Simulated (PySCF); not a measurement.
**Rb: ionisation energy**

Rb [Kr] 5s1 (2S) → Rb⁺ [Kr] (1S), as a difference of total energies. Computed with PySCF 2.14 in x2c-TZVPPall with one added diffuse shell each of s, p, d, f type (9s7p7d3f1g, 95 functions), with scalar relativity by spin-free X2C-1e. Correlated levels: valence and next inner shell: [Ar] 3d10 frozen. The calculations carry no spin-orbit coupling.

```tsv
method	ionisation energy (eV)	error (eV)
UHF	3.799	-0.378
MP2 (valence and next inner shell)	4.106	-0.071
SCS-MP2 (valence and next inner shell)	4.047	-0.130
CCSD (valence and next inner shell)	4.098	-0.079
CCSD(T) (valence and next inner shell)	4.123	-0.054
```

Reference: 4.177 eV (measured; NIST Atomic Spectra Database, ionization energies).

Errors of the correlated levels include the incompleteness of this basis and the frozen core.
